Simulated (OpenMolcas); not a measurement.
V3+ (d2) in a complex was computed by CASSCF with the d shell active (OpenMolcas, ANO-RCC-VTZP on the metal). Its lowest spin-free states, and all those of the highest spin:

```
2S+1  Degeneracy  E (cm-1)
   3           1       0.0
   3           3      5437
   3           3      9328
   1           2     13801
   1           3     18468
   3           3     20574
   1           1     21571
   1           3     22983
   1           2     25821
   1           3     27041
   1           1     50262
```

**Question.** Is the site octahedral, tetrahedral or cube-like, axial, or of lower symmetry?

**Answer.** The states with 2S+1 = 3 have orbital degeneracies 1, 3, 3, 3. Threefold states need a cubic site. For d2 at this spin an octahedron puts the threefold T1 below the threefold T2 and a tetrahedron or cube puts the single A2 below the threefold T2, so the site is a tetrahedron or a cube, which this pattern cannot tell apart. The first gap at this spin, 5440 cm-1, is |10Dq| in ligand-field theory. The run had V3+ with 4 ligands (chloride) in tetrahedral coordination (Td) at 2.27 Å. A charge of +0.25 e stands 2.4 Å behind each ligand. Ligand basis ANO-RCC-VDZP.

Without dynamic correlation the repulsion within the d shell is too large (B by tens of per cent), so at a given field states of lower spin stand too high. Ligand-to-metal charge-transfer states are missing. With no ligand orbital active B as a rule stays too high, so bands that hang on it stand too high and its fall with covalency is understated. With metal d orbitals alone and no dynamic correlation the field as a rule comes out too small, by tens of per cent, by up to half for chloride and softer ligands. No measured value stands beside these numbers; the geometry was imposed, not optimised, and the real ion may take another.
